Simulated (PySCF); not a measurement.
# Electron correlation in Se (selenium, neutral)

Starting occupation: [Ar] 3d10 4s2 4p4, 4p1/2 with m_j = -1/2, +1/2, 4p3/2 with m_j = +1/2, +3/2. Computed with PySCF 2.14 in x2c-TZVPPall-2c (6s7p4d1f, 54 functions), with X2C-1e with screened-nucleus spin-orbit coupling, Gaussian nucleus. Frozen: [Ne]; 24 electrons correlated.

MP2 pair energies summed by pair of shells (mhartree):

| pair | energy | share (%) |
| --- | --- | --- |
| 3d-3d | -93.40 | 25.2 |
| 3d-3p | -74.46 | 20.1 |
| 4p-4s | -48.88 | 13.2 |
| 4p-4p | -46.73 | 12.6 |
| 3p-3p | -24.85 | 6.7 |
| 3d-4p | -20.41 | 5.5 |
| 3d-3s | -18.55 | 5.0 |
| 3d-4s | -13.30 | 3.6 |
| 3p-3s | -10.88 | 2.9 |
| 4s-4s | -8.95 | 2.4 |
| 3p-4p | -4.35 | 1.2 |
| 3p-4s | -3.41 | 0.9 |
| 3s-3s | -1.36 | 0.4 |
| 3s-4p | -0.92 | 0.2 |
| 3s-4s | -0.54 | 0.1 |

Total MP2 correlation energy: -370.97 mhartree.

The GHF reference relaxed away from the jj start to a determinant that is no pure jj level (⟨S²⟩ = 1.97, ⟨J²⟩ = 6.02); the energies belong to that determinant.

This basis was not built for core-valence correlation, so the inner-shell part is incomplete.
